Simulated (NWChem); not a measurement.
System: C₂H₆ClFSi; SMILES C(C)[Si@@H](F)Cl

Parts of the log:

```
             Northwest Computational Chemistry Package (NWChem) 7.3.0
             --------------------------------------------------------

 C1  symmetry detected

                             Geometry "geometry" -> ""
                             -------------------------

 Output coordinates in angstroms (scale by  1.889725989 to convert to a.u.)

  No.       Tag          Charge          X              Y              Z
 ---- ---------------- ---------- -------------- -------------- --------------
    1 C                    6.0000    -1.02749952     1.93960039     0.64426148
    2 C                    6.0000    -0.35537922     1.46694508    -0.64296166
    3 Si                  14.0000     0.56565625    -0.14026796    -0.49409308
    4 F                    9.0000     1.72722099     0.00819301     0.62947665
    5 Cl                  17.0000    -0.70870166    -1.62971186     0.14791237
    6 H                    1.0000    -1.75718561     1.19977291     1.00700463
    7 H                    1.0000    -1.56115231     2.88986402     0.49195786
    8 H                    1.0000    -0.28980235     2.09581476     1.44596928
    9 H                    1.0000     0.37031572     2.21563765    -1.00924221
   10 H                    1.0000    -1.09462151     1.34312918    -1.45434635
   11 H                    1.0000     1.21347030    -0.58837527    -1.75163910

 Effective nuclear repulsion energy (a.u.)     299.7381844217

  pbe96 is a nonlocal functional; adding pw91lda local functional.

                                 NWChem DFT Module
                                 -----------------

 Summary of "ao basis" -> "ao basis" (spherical)
 ------------------------------------------------------------------------------
       Tag                 Description            Shells   Functions and Types
 ---------------- ------------------------------  ------  ---------------------
 C                          cc-pvtz                 10       30   4s3p2d1f
 Si                         cc-pvtz                 12       34   5s4p2d1f
 F                          cc-pvtz                 10       30   4s3p2d1f
 Cl                         cc-pvtz                 12       34   5s4p2d1f
 H                          cc-pvtz                  6       14   3s2p1d

            General Information
            -------------------
          SCF calculation type: DFT
          Wavefunction type:  closed shell.
          No. of atoms     :    11
          No. of electrons :    58
           Alpha electrons :    29
            Beta electrons :    29
          Charge           :     0
          Spin multiplicity:     1
          Use of symmetry is: off; symmetry adaption is: off
          Maximum number of iterations: 150
          AO basis - number of functions:   242
                     number of shells:    90
          Convergence on energy requested:  1.00D-06
          Convergence on density requested:  1.00D-05
          Convergence on gradient requested:  5.00D-04

              XC Information
              --------------
          PerdewBurkeErnzerhof Exchange Functional  1.000
            Perdew 1991 LDA Correlation Functional  1.000 local
           PerdewBurkeErnz. Correlation Functional  1.000 non-local

             Grid Information
             ----------------
          Grid used for XC integration:  medium
          Radial quadrature: Mura-Knowles
          Angular quadrature: Lebedev.
          Tag              B.-S. Rad. Rad. Pts. Rad. Cut. Ang. Pts.
          ---              ---------- --------- --------- ---------
          C                   0.70       49          11.0       434
          Si                  1.10       88          11.0       590
          F                   0.50       49          11.0       434
          Cl                  1.00       88          12.0       590
          H                   0.35       45          12.0       434
          Grid pruning is: on
          Number of quadrature shells:   593
          Spatial weights used:  Erf1

      Superposition of Atomic Density Guess
      -------------------------------------

 Sum of atomic energies:        -926.07917346

      Non-variational initial energy
      ------------------------------

 Total energy =    -928.185763
 1-e energy   =   -1875.233618
 2-e energy   =     647.309670
 HOMO         =      -0.348358
 LUMO         =       0.055382

------------------------------------------------------------
EAF file 0: "./job.aoints.0" size=1402994688 bytes
------------------------------------------------------------
               write      read    awrite     aread      wait
               -----      ----    ------     -----      ----
     calls:     2676         0         0         0         0
   data(b): 1.40e+09  0.00e+00  0.00e+00  0.00e+00
   time(s): 0.00e+00  0.00e+00  0.00e+00  0.00e+00  0.00e+00
rate(mb/s): 0.00e+00  0.00e+00
------------------------------------------------------------

     ---------------------------------------------
      Total Density - Mulliken Population Analysis
     ---------------------------------------------

    Atom       Charge   Shell Charges
 -----------   ------   -------------------------------------------------------
    1 C    6     6.54   1.95  0.88  0.18  0.39  0.81  1.60  0.65  0.01  0.06  0.00
    2 C    6     6.52   1.95  0.89  0.18  0.32  0.81  1.65  0.64  0.01  0.06  0.00
    3 Si  14    12.98   2.00  1.93  0.81  0.14  0.25  5.50  1.09  0.56  0.28  0.18  0.18  0.07
    4 F    9     9.50   1.95  1.09  0.27  0.59  1.63  2.60  1.36  0.00  0.00  0.00
    5 Cl  17    17.36   2.00  1.88  1.19  0.19  0.65  5.82  3.03  1.11  1.48  0.00  0.02  0.00
    6 H    1     0.82   0.24  0.42  0.13  0.01  0.02  0.00
    7 H    1     0.81   0.24  0.42  0.13  0.01  0.01  0.00
    8 H    1     0.82   0.24  0.42  0.13  0.01  0.01  0.00
    9 H    1     0.80   0.24  0.41  0.12  0.01  0.02  0.00
   10 H    1     0.80   0.24  0.41  0.12  0.01  0.02  0.00
   11 H    1     1.04   0.23  0.51  0.29  0.00  0.01  0.00

   convergence    iter        energy       DeltaE   RMS-Dens  Diis-err
 ---------------- ----- ----------------- --------- --------- ---------
 d= 0,ls=0.0,diis     1   -928.9426784613 -1.23D+03  4.62D-03  1.25D+00
 d= 0,ls=0.0,diis     2   -928.8120977427  1.31D-01  3.06D-03  2.56D+00
 d= 0,ls=0.0,diis     3   -929.0174266933 -2.05D-01  8.68D-04  2.43D-01
 d= 0,ls=0.0,diis     4   -929.0315196056 -1.41D-02  3.86D-04  2.12D-02
 d= 0,ls=0.0,diis     5   -929.0340767829 -2.56D-03  9.70D-05  1.77D-03
  Resetting Diis
 d= 0,ls=0.0,diis     6   -929.0343014177 -2.25D-04  1.72D-05  4.69D-05
 d= 0,ls=0.0,diis     7   -929.0343057414 -4.32D-06  1.17D-05  6.01D-06
 d= 0,ls=0.0,diis     8   -929.0343044619  1.28D-06  7.40D-06  1.91D-05
 d= 0,ls=0.0,diis     9   -929.0343063706 -1.91D-06  9.44D-07  2.53D-07
 d= 0,ls=0.0,diis    10   -929.0343063916 -2.09D-08  2.25D-07  1.41D-08

         Total DFT energy =     -929.034306391581
      One electron energy =    -1879.245787447187
           Coulomb energy =      722.684242061018
    Exchange-Corr. energy =      -72.210945427148
 Nuclear repulsion energy =      299.738184421736

 Numeric. integr. density =       58.000015030385

                       DFT Final Molecular Orbital Analysis
                       ------------------------------------

 Vector   27  Occ=2.000000D+00  E=-3.026363D-01
              MO Center= -5.3D-01, -4.6D-01,  9.7D-02, r^2= 4.1D+00
   Bfn.  Coefficient  Atom+Function         Bfn.  Coefficient  Atom+Function
  ----- ------------  ---------------      ----- ------------  ---------------
   133      0.364836   5 Cl px              139      0.224125   5 Cl px
   134     -0.201698   5 Cl py              136      0.177247   5 Cl px
    70     -0.134298   3 Si py              140     -0.124396   5 Cl py
   103      0.120063   4 F  py              174     -0.107801   7 H  s
     9     -0.103783   1 C  py              100      0.104266   4 F  py

 Vector   28  Occ=2.000000D+00  E=-2.934694D-01
              MO Center= -5.4D-01, -1.3D+00,  8.4D-02, r^2= 2.4D+00
   Bfn.  Coefficient  Atom+Function         Bfn.  Coefficient  Atom+Function
  ----- ------------  ---------------      ----- ------------  ---------------
   135      0.481517   5 Cl pz              141      0.300258   5 Cl pz
   138      0.233932   5 Cl pz              133      0.179423   5 Cl px
   139      0.114254   5 Cl px              136      0.086797   5 Cl px
   102      0.071168   4 F  px               99      0.062625   4 F  px
   202     -0.057503   9 H  s                63      0.055277   3 Si s

 Vector   29  Occ=2.000000D+00  E=-2.700372D-01
              MO Center= -1.9D-01,  1.4D-01, -3.5D-01, r^2= 4.4D+00
   Bfn.  Coefficient  Atom+Function         Bfn.  Coefficient  Atom+Function
  ----- ------------  ---------------      ----- ------------  ---------------
   134      0.249485   5 Cl py               39      0.188064   2 C  py
    70     -0.180296   3 Si py              133     -0.166059   5 Cl px
   140      0.164380   5 Cl py               36      0.159732   2 C  py
   231      0.142088  11 H  s               230      0.138633  11 H  s
    42      0.127742   2 C  py               69      0.123052   3 Si px

 Vector   30  Occ=0.000000D+00  E=-9.107922D-03
              MO Center=  3.5D-01,  1.4D-01, -3.8D-01, r^2= 5.1D+00
   Bfn.  Coefficient  Atom+Function         Bfn.  Coefficient  Atom+Function
  ----- ------------  ---------------      ----- ------------  ---------------
     4      0.890168   1 C  s                75     -0.719073   3 Si px
    77     -0.520220   3 Si pz              175     -0.446811   7 H  s
   189     -0.374334   8 H  s               203     -0.283447   9 H  s
   217     -0.251976  10 H  s                98      0.240409   4 F  s
    42      0.234790   2 C  py               71     -0.231308   3 Si pz

 Vector   31  Occ=0.000000D+00  E=-1.985052D-03
              MO Center=  3.8D-02, -2.2D-01, -4.1D-01, r^2= 5.3D+00
   Bfn.  Coefficient  Atom+Function         Bfn.  Coefficient  Atom+Function
  ----- ------------  ---------------      ----- ------------  ---------------
     4      0.990236   1 C  s                76      0.744568   3 Si py
   129      0.645891   5 Cl s                65     -0.635017   3 Si s
    75      0.456813   3 Si px              140      0.377017   5 Cl py
   161     -0.358164   6 H  s               175     -0.343974   7 H  s
   139      0.325330   5 Cl px               70      0.305460   3 Si py

 Vector   32  Occ=0.000000D+00  E= 1.693106D-02
              MO Center= -1.9D-01,  1.3D+00, -9.0D-01, r^2= 6.5D+00
   Bfn.  Coefficient  Atom+Function         Bfn.  Coefficient  Atom+Function
  ----- ------------  ---------------      ----- ------------  ---------------
    34      2.191190   2 C  s               203     -1.034298   9 H  s
   217     -0.920197  10 H  s                 4      0.869649   1 C  s
   175     -0.595803   7 H  s                76     -0.519132   3 Si py
    43     -0.497504   2 C  pz              189     -0.277574   8 H  s
    13      0.258190   1 C  pz              161     -0.252947   6 H  s

------------------------------------------------------------
EAF file 0: "./job.aoints.0" size=2343567360 bytes
------------------------------------------------------------
               write      read    awrite     aread      wait
               -----      ----    ------     -----      ----
     calls:     4470         9         0     40221     40221
   data(b): 2.34e+09  4.72e+06  0.00e+00  2.11e+10
   time(s): 0.00e+00  0.00e+00  0.00e+00  0.00e+00  0.00e+00
rate(mb/s): 0.00e+00  0.00e+00
------------------------------------------------------------

     ---------------------------------------------
      Total Density - Mulliken Population Analysis
     ---------------------------------------------

    Atom       Charge   Shell Charges
 -----------   ------   -------------------------------------------------------
    1 C    6     6.29   1.97  0.77  0.18  0.32  0.88  1.52  0.57  0.01  0.06  0.00
    2 C    6     6.24   1.96  0.78  0.18  0.29  0.88  1.54  0.54  0.01  0.06  0.00
    3 Si  14    13.45   2.00  1.86  0.83  0.23  0.16  5.53  1.34  0.60  0.28  0.28  0.25  0.09
    4 F    9     9.25   1.94  1.05  0.28  0.62  1.58  2.36  1.41  0.00  0.01  0.00
    5 Cl  17    17.22   2.00  1.82  1.20  0.25  0.65  5.80  2.85  1.16  1.46  0.01  0.02  0.00
    6 H    1     0.89   0.27  0.46  0.13  0.01  0.02  0.00
    7 H    1     0.90   0.27  0.46  0.13  0.01  0.02  0.00
    8 H    1     0.89   0.27  0.46  0.13  0.01  0.02  0.00
    9 H    1     0.91   0.27  0.47  0.12  0.01  0.03  0.00
   10 H    1     0.90   0.27  0.47  0.12  0.01  0.03  0.00
   11 H    1     1.05   0.25  0.52  0.27  0.00  0.01  0.00

     -------------------------------------------
      Total Density - Lowdin Population Analysis
     -------------------------------------------

    Atom       Charge   Shell Charges
 -----------   ------   -------------------------------------------------------
    1 C    6     5.91   1.56  0.55  0.32  0.23  0.77  1.37  0.78  0.02  0.28  0.03
    2 C    6     6.05   1.57  0.56  0.33  0.24  0.78  1.41  0.81  0.02  0.30  0.03
    3 Si  14    14.14   1.99  1.38  0.67  0.49  0.27  4.79  1.26  1.15  0.63  0.89  0.28  0.35
    4 F    9     8.89   1.60  0.93  0.55  0.55  1.55  2.31  1.40  0.00  0.01  0.00
    5 Cl  17    16.81   1.98  1.33  1.06  0.67  0.62  5.04  2.76  1.72  1.57  0.01  0.04  0.00
    6 H    1     1.02   0.25  0.40  0.18  0.02  0.14  0.03
    7 H    1     1.02   0.25  0.40  0.18  0.02  0.14  0.03
    8 H    1     1.02   0.25  0.40  0.18  0.02  0.14  0.03
    9 H    1     1.01   0.25  0.39  0.17  0.02  0.15  0.03
   10 H    1     1.01   0.25  0.39  0.17  0.02  0.15  0.03
   11 H    1     1.12   0.25  0.48  0.31  0.00  0.07  0.01

     Multipole analysis of the density
     ---------------------------------

     L   x y z        total         alpha         beta         nuclear
     -   - - -        -----         -----         ----         -------
     0   0 0 0      0.000000    -29.000000    -29.000000     58.000000

     1   1 0 0     -0.253657     -0.126828     -0.126828      0.000000
     1   0 1 0      0.660584      0.330292      0.330292     -0.000000
     1   0 0 1     -0.458583     -0.229292     -0.229292      0.000000

     2   2 0 0    -34.387727   -116.070523   -116.070523    197.753319
     2   1 1 0     -0.533960      8.705641      8.705641    -17.945242
     2   1 0 1     -0.894244      3.792529      3.792529     -8.479301
     2   0 2 0    -32.761573   -198.779492   -198.779492    364.797411
     2   0 1 1     -0.329586     -2.412367     -2.412367      4.495148
     2   0 0 2    -32.926153    -55.522597    -55.522597     78.119040
```

Level: PBE/cc-pVTZ. Geometry: optimised at PBE0/def2-SVP.

### Question
Reconstruct the input file.

### Answer
Several could match; the one computed here: the input that was run:
```
start job
memory heap 200 mb stack 900 mb global 1100 mb
geometry units angstroms noautoz
  C     -0.962750     1.980641     0.651400
  C     -0.280120     1.500108    -0.627348
  Si     0.566679    -0.147943    -0.484305
  F      1.705498    -0.068548     0.669155
  Cl    -0.786277    -1.590640     0.101133
  H     -1.732439     1.267537     0.983711
  H     -1.450938     2.955619     0.502830
  H     -0.238998     2.091493     1.473124
  H      0.486053     2.222299    -0.963137
  H     -1.003777     1.421844    -1.458221
  H      1.225361    -0.603377    -1.733546
end
basis spherical
  C library cc-pvtz
  Si library cc-pvtz
  F library cc-pvtz
  Cl library cc-pvtz
  H library cc-pvtz
end
dft
  xc xpbe96 cpbe96
  iterations 150
  semidirect filesize 400000000
  mulliken
end
task dft energy
```
